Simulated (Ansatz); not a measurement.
`C=[N][SbH][SiH2]O` + `CO[SiH2]S` → `CO[SiH2]S[SiH2]O` + `C=[N][SbH2]`  (cleavage of the Si–Sb bond)

Program: Ansatz. Geometries: PBE0-D4/def2-TZVP. ΔE: electronic, gas phase. CCSD(T)/CBS is the MP2 limit (def2-TZVPP, def2-QZVPP) plus CCSD(T) − MP2 in def2-TZVPP, frozen cores. This one scheme is used for every species. Functionals use def2-TZVPP. B3LYP here is the variant with VWN-RPA as its local correlation; programs differ in this. Elements past krypton have def2 core potentials. For Sb outer-core shells are correlated without core-valence functions, which leaves a few kJ/mol of doubt a bond. Each species was taken in one conformer, which may not be the lowest.

```tsv
species	B3LYP energy (Eh)
`C=[N][SbH][SiH2]O`	-701.63603
`CO[SiH2]S`	-804.79766
`CO[SiH2]S[SiH2]O`	-1170.86312
`C=[N][SbH2]`	-335.59404
```

(1) Work out ΔE.

Largest T1 diagnostic among the species: 0.015.

## Answers

(1) ΔE = (-1170.86312) + (-335.59404) − (-701.63603) − (-804.79766) = -0.02347 Eh = -61.6 kJ/mol. CCSD(T)/CBS gives -68.3 kJ/mol.

In def2-TZVPP, CCSD(T) changes the Hartree–Fock value by −6.1 kJ/mol (the triples alone add −2.1 kJ/mol) and MP2 by −9.4 kJ/mol. The D4 term adds −7.3 kJ/mol with B3LYP and −3.9 kJ/mol with PBE0; it sums over pairs of atoms, weighted by their polarisabilities, and B3LYP, whose exchange is more repulsive, gets the larger term.
